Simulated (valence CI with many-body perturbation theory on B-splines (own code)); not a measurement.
Level structure of La XVII

Calculated by valence CI with perturbative core correlation (CI+MBPT): five valence electrons over a frozen Dirac-Fock core [Kr], radial functions for each j: 7 s, 7 p, 8 d, 6 f, 4 g, 1 h, with the one-electron correlation potential Σ1 (screened to all orders), the two-electron term Σ2, the three-electron term Σ3, Breit, model QED; selected single and double excitations, second order for the rest, scaled by the run's own slope (own B-spline code, finite nucleus).

No measured levels were compared; by estimate terms of the open shell hold to 2 to 4 % of their energy, and close levels can change places. Among the levels kept, up to 620 cm⁻¹ of a level comes from second order outside the variational space, and about a tenth of that is noise between levels of different J, which matters for small intervals. Only levels of the ground parity were solved; by the run's estimate the other parity begins above the list, which can be wrong where configurations are misplaced.

Levels 1 to 32 of 32, with energies above the lowest level, 4d5 6S_5/2. "Leading %" is the weight of the configuration and term that name the level; weights of strongly mixed levels are sums over their largest components and can fall short, so below about 35 % the name and the second component can differ from the true leading terms, or belong to a minority configuration. In the jj column 3d3/2^4 stands for four electrons in 3d with j = 3/2. Lifetimes count E1, E2, E3, M1 and M2 decay at the calculated energies, and are blank where another channel may lead or the interval is too uncertain; long ones can be off by a factor of two.

```csv
No.,Configuration,Term,J,E (cm⁻¹),Leading %,Leading jj,Lifetime,g
1,4d5,6S,5/2,0.0,79,4d3/2^3 4d5/2^2 (40 %),,1.904
2,4d5,4G,5/2,34914,28,4d3/2^4 4d5/2 (63 %),3.19 ms,1.046
3,4d5,4G,7/2,48296,59,4d3/2^3 4d5/2^2 (87 %),12.2 ms,1.100
4,4d5,4D,3/2,50608,47,4d3/2^3 4d5/2^2 (88 %),1.63 ms,1.338
5,4d5,4G,11/2,51129,72,4d3/2^3 4d5/2^2 (76 %),,1.208
6,4d5,4G,5/2,53346,40,4d3/2^3 4d5/2^2 (52 %),2.41 ms,1.072
7,4d5,4G,9/2,54054,78,4d3/2^3 4d5/2^2 (58 %),174 ms,1.167
8,4d5,4P,1/2,58956,58,4d3/2^3 4d5/2^2 (59 %),36.8 ms,1.714
9,4d5,4D,7/2,66250,57,4d3/2^2 4d5/2^3 (70 %),5.91 ms,1.272
10,4d5,2D,5/2,70527,34,4d3/2^3 4d5/2^2 (52 %),1.53 ms,1.261
11,4d5,2I,11/2,76114,69,4d3/2^2 4d5/2^3 (80 %),4.66 ms,1.009
12,4d5,4D,1/2,77600,65,4d3/2^2 4d5/2^3 (85 %),2.90 ms,0.868
13,4d5,2F,7/2,77944,40,4d3/2^3 4d5/2^2 (64 %),7.28 ms,1.129
14,4d5,4D,3/2,80169,40,4d3/2^2 4d5/2^3 (60 %),2.17 ms,1.261
15,4d5,2G,9/2,82465,48,4d3/2^2 4d5/2^3 (60 %),4.89 ms,1.158
16,4d5,2I,13/2,84085,99,4d3/2^2 4d5/2^3 (99 %),25.2 ms,1.076
17,4d5,4F,3/2,84261,55,4d3/2^2 4d5/2^3 (72 %),1.07 ms,0.772
18,4d5,2F,5/2,88464,34,4d3/2^2 4d5/2^3 (67 %),1.20 ms,1.023
19,4d5,2H,9/2,98741,51,4d3/2^2 4d5/2^3 (97 %),1.16 ms,1.106
20,4d5,4F,5/2,100110,32,4d3/2^2 4d5/2^3 (53 %),840 μs,1.107
21,4d5,2G,7/2,101240,60,4d3/2^2 4d5/2^3 (92 %),4.90 ms,0.998
22,4d5,2F,5/2,107080,44,4d3/2^2 4d5/2^3 (55 %),868 μs,1.063
23,4d5,2D,3/2,107900,62,4d3/2 4d5/2^4 (44 %),2.23 ms,0.734
24,4d5,2F,7/2,111680,67,4d3/2^2 4d5/2^3 (48 %),1.09 ms,1.092
25,4d5,2S,1/2,115630,76,4d3/2^2 4d5/2^3 (38 %),1.12 ms,1.937
26,4d5,4F,7/2,116810,47,4d3/2 4d5/2^4 (72 %),1.08 ms,1.182
27,4d5,2G,9/2,120110,47,4d3/2 4d5/2^4 (56 %),1.99 ms,1.089
28,4d5,2H,11/2,120630,69,4d3/2 4d5/2^4 (93 %),786 μs,1.066
29,4d5,2D,3/2,130840,81,4d3/2 4d5/2^4 (53 %),601 μs,0.832
30,4d5,2D,5/2,134450,58,4d3/2 4d5/2^4 (61 %),622 μs,1.091
31,4d5,2D,5/2,143480,59,4d5/2^5 (37 %),708 μs,1.116
32,4d5,2G,9/2,143790,95,4d3/2^2 4d5/2^3 (60 %),1.34 ms,1.110
```

Names give the largest LS component (configuration and term), which can be under half, so a name can repeat, a term be missing and a line seem to break the LS rules; names also repeat where a configuration has a term twice.

Where two levels of one J and parity lie close, their mixing, g and order are uncertain.

The ionisation energy to 4d4 5D_0 of the next ion comes out as 430.66 eV (NIST: 431 ± 3 eV (theoretical)). All 32 levels together are meant to be complete up to 149480 cm⁻¹.
